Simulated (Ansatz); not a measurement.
Input for Ansatz (an electronic-structure program): U-CCSD(T)/6-31G on H8 chain, a point of a bond scan (R = 1.100 Å).

Ansatz 0.2 input:
```yaml
crystal:
  periodic: [false, false, false]
  atoms:
    - {symbol: H, position_ang: [0.00000000, 0.00000000, 0.00000000]}
    - {symbol: H, position_ang: [0.00000000, 0.00000000, 1.10000000]}
    - {symbol: H, position_ang: [0.00000000, 0.00000000, 2.20000000]}
    - {symbol: H, position_ang: [0.00000000, 0.00000000, 3.30000000]}
    - {symbol: H, position_ang: [0.00000000, 0.00000000, 4.40000000]}
    - {symbol: H, position_ang: [0.00000000, 0.00000000, 5.50000000]}
    - {symbol: H, position_ang: [0.00000000, 0.00000000, 6.60000000]}
    - {symbol: H, position_ang: [0.00000000, 0.00000000, 7.70000000]}
basis:
  gaussian:
    orbitals: 6-31G
correlation: {method: ccsd_t, electrons: outside_noble_gas}
scf: {omitted_lower_state_checks: [cluster_reference]}
magnetization: {spin_polarized: true, initial_magnetization: 0}
```

The log:

```
Functional definition: HF
[...]
these checks for a lower state are left out or cut short: cluster_reference
integrals: 0.00 GiB planned
256 factors; integrals over basis functions are off by at most 7.1e-4 eV
mean field: 0.04 GiB planned
mean field evaluation 1: about -115.4366 eV, gradient 5.2e0 eV
mean field evaluation 2: about -115.4337 eV, gradient 5.2e0 eV
mean field evaluation 4: about -115.8289 eV, gradient 4.9e-1 eV
mean field evaluation 8: about -115.8344 eV, gradient 1.0e-6 eV
mean field evaluation 16: about -116.2154 eV, gradient 6.0e-3 eV
mean field evaluation 32: about -116.2165 eV, gradient 4.3e-1 eV
mean field -116.21269267 eV, -4.2707376839 hartree, gradient 2.7e-6 eV, S^2 0.775416; 3 other end points of the search recorded, 0 dependent functions left out
reference -116.21269267 eV, -4.2707376839 hartree; 4, 4 occupied and 12, 12 virtual orbitals, 256 factors
second order -1.79013447 eV of doubles, -0.00000000 eV of singles
coupled cluster: 0.04 GiB planned
cycle   1  -2.33225701 eV  change   -5.4e-1 eV  update   8.8e-2
cycle   2  -2.86861471 eV  change   -5.4e-1 eV  update   6.4e-2
cycle   3  -3.11829503 eV  change   -2.5e-1 eV  update   4.2e-2
cycle   4  -3.23210057 eV  change   -1.1e-1 eV  update   2.6e-2
cycle   5  -3.30628085 eV  change   -7.4e-2 eV  update   1.6e-2
cycle   6  -3.33009465 eV  change   -2.4e-2 eV  update   7.1e-3
cycle   7  -3.33795618 eV  change   -7.9e-3 eV  update   2.9e-3
cycle   8  -3.34348567 eV  change   -5.5e-3 eV  update   1.3e-3
cycle   9  -3.34202523 eV  change    1.5e-3 eV  update   6.4e-4
cycle  10  -3.34157818 eV  change    4.5e-4 eV  update   3.0e-4
cycle  11  -3.34183275 eV  change   -2.5e-4 eV  update   1.3e-4
cycle  12  -3.34180439 eV  change    2.8e-5 eV  update   4.9e-5
cycle  13  -3.34182095 eV  change   -1.7e-5 eV  update   2.2e-5
cycle  14  -3.34180173 eV  change    1.9e-5 eV  update   8.5e-6
cycle  15  -3.34180224 eV  change   -5.2e-7 eV  update   3.1e-6
coupled cluster: 0.04 GiB planned
perturbative correction -0.12206091 eV, -0.0044856555 hartree
WARN: the results are in doubt because among natural orbitals full CI differs from the method by -0.119 eV
Total energy: -119.67655582 eV, -4.3980323067 hartree
In doubt: among natural orbitals full CI differs from the method by -0.119 eV
Checks for a lower state left out: cluster_reference
```

The run converged. Its determinant has ⟨S²⟩ = 0.78, a mixture of spin states.

Warnings raised: large difference.

Cost: very roughly 0.5 core-seconds.
